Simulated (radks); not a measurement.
Valence configurations of Pr+ (all share [Xe]). Method: scalar-relativistic Kohn-Sham, r2SCAN, spin-polarised, spherical densities, finite nucleus; open shells are filled with parallel spins first (spin-orbit coupling, left out, can overturn this in heavy ions); meta-GGA in the generalised Kohn-Sham scheme; Fermi nuclear charge, rms radius 4.8919 fm; computed with a radial shooting solver on a logarithmic mesh with Libxc functionals. Energies are relative to 4f3 6s1; eigenvalues in eV for spin up.

| valence | E (eV) | moment (Bohr magnetons) | e(4f) | e(5d) | e(6p) | e(6s) |
|---|---|---|---|---|---|---|
| 4f3 6s1 | 0.000 | 4 | -7.481 | - | - | -8.535 |
| 4f2.5 6s1.5 | 0.910 | 3 | -11.070 | - | - | -9.148 |
| 4f3 5d1 | 0.918 | 4 | -5.676 | -6.325 | - | - |
| 4f3 6s0.5 6p0.5 | 1.515 | 4 | -8.034 | - | -5.775 | -8.701 |
| 4f3 5d0.5 6p0.5 | 1.890 | 4 | -7.132 | -7.311 | -5.276 | - |
| 4f4 | 2.702 | 4 | -2.787 | - | - | - |
| 4f3 6p1 | 2.942 | 4 | -8.561 | - | -6.024 | - |
| 4f2 6s2 | 2.995 | 2 | -15.023 | - | - | -9.648 |
| 4f2 5d0.5 6s1 6p0.5 | 3.445 | 4 | -14.280 | -10.035 | -6.518 | -10.037 |
| 4f2.5 5d0.5 6p1 | 3.552 | 4 | -11.022 | -8.976 | -6.205 | - |

NIST lists [Xe] 4f3 6s1 as the ground configuration; this level of theory agrees among the configurations tried. The energies are those of spherical high-spin densities, not of single terms.
